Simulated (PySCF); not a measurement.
H₇Si₃, SMILES [SiH3][SiH2][SiH2], multiplicity 2.

Geometry optimised at ωB97X-D3(BJ)/def2-SVP. The isomer is the one that the SMILES or the coordinates give; other isomers of the formula were not compared.

Method: PySCF with M06-2X/def2-TZVPD.

The molecule is in vacuum.

Task: Estimate the frontier levels, dipole moment and polarisability. (The exact figures need the calculation; the answer reports its results.)

Result: 
```
Item                                                                                                            Result
---------------------------------------------------------------------------------------------  -----------------------
α spin, highest occupied and lowest empty level                                                      -6.98 and 0.33 eV
β spin, highest occupied and lowest empty level                                                     -8.97 and -2.68 eV
dipole moment                                                                                                   0.14 D
quadrupole, principal values (traceless, Buckingham form, about the centre of nuclear charge)    -0.53, 0.09, 0.44 D·Å
mean static polarisability                                                                       96.3 bohr³ (14.27 Å³)
polarisability, principal values                                                               80.0, 91.4, 117.5 bohr³
⟨S²⟩                                                                                           0.754 (pure state 0.75)
```
